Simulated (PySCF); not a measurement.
N-methyl thienopyrroledione (C7H5NO2S), SMILES c12cscc1C(=O)N(C2=O)C.

The structure is a stationary point at TPSSh-D3(BJ)/def2-SVP. The geometry has at least one imaginary mode, so it is a saddle point at that level.

These are PBE0/def2-SVP (PySCF) values and carry that method's errors.

```json
{
 "total_energy": "-872.02903 hartree",
 "point_group": "Cs",
 "highest_occupied_level": "-7.73 eV",
 "lowest_empty_level": "-1.85 eV",
 "orbital_gap": "5.89 eV",
 "dipole_moment": "1.96 D",
 "quadrupole, principal values (traceless, Buckingham form, about the centre of nuclear charge)": "-12.59, -0.38, 12.97 D·Å",
 "mean_static_polarisability": "96.1 bohr³ (14.25 Å³)",
 "polarisability_principal_values": "48.1, 106.5, 133.8 bohr³"
}
```
